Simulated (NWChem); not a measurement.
System meant: Cs, doublet

The following NWChem deck was run.

```
start job
memory heap 200 mb stack 900 mb global 1100 mb
geometry units angstroms noautoz
  Cs     0.000000     0.000000     0.000000
end
basis spherical
  Cs library def2-svp
end
ecp
  Cs library def2-ecp
end
dft
  odft
  mult 3
  xc xpbe96 cpbe96
  iterations 150
  mulliken
end
task dft energy
```

End of the output:

```
  No.       Tag          Charge          X              Y              Z
 ---- ---------------- ---------- -------------- -------------- --------------
    1 Cs                  55.0000     0.00000000     0.00000000     0.00000000

      Atomic Mass
      -----------

      Cs               132.905100

 Effective nuclear repulsion energy (a.u.)       0.0000000000

            Nuclear Dipole moment (a.u.)
            ----------------------------
        X                 Y               Z
 ---------------- ---------------- ----------------
     0.0000000000     0.0000000000     0.0000000000

            XYZ format geometry
            -------------------
     1
 geometry
 Cs                    0.00000000     0.00000000     0.00000000

 Summary of "ao basis" -> "" (spherical)
 ------------------------------------------------------------------------------
       Tag                 Description            Shells   Functions and Types
 ---------------- ------------------------------  ------  ---------------------
 Cs                         def2-svp                10       24   5s3p2d

 Summary of "ao basis" -> "ao basis" (spherical)
 ------------------------------------------------------------------------------
       Tag                 Description            Shells   Functions and Types
 ---------------- ------------------------------  ------  ---------------------
 Cs                         def2-svp                10       24   5s3p2d

  number of electrons :                    9
  multiplicity        :                    3
 ------------------------------------------------------------------------
  no. of electrons and multiplicity not compatible                   9
 ------------------------------------------------------------------------
 ------------------------------------------------------------------------
  current input line :
    19: task dft energy
 ------------------------------------------------------------------------
 ------------------------------------------------------------------------
 There is an error in the input file
 ------------------------------------------------------------------------
 For more information see the NWChem manual at https://nwchemgit.github.io

0: no. of electrons and multiplicity not compatible:Received an Error in Communication
```

Find the fault in this run and fix the input.

The input was rejected before any calculation. Cause: the multiplicity doesn't fit the number of electrons (an even count wants an odd multiplicity, and the reverse). This input runs:
```
start job
memory heap 200 mb stack 900 mb global 1100 mb
geometry units angstroms noautoz
  Cs     0.000000     0.000000     0.000000
end
basis spherical
  * library def2-svp
end
ecp
  Cs library def2-ecp
end
dft
  odft
  mult 2
  xc xpbe96 cpbe96
  iterations 150
  mulliken
end
task dft energy
```
It converges to -20.14714 Ha (PBE/def2-SVP with def2 effective core potentials on Cs, spin-unrestricted).
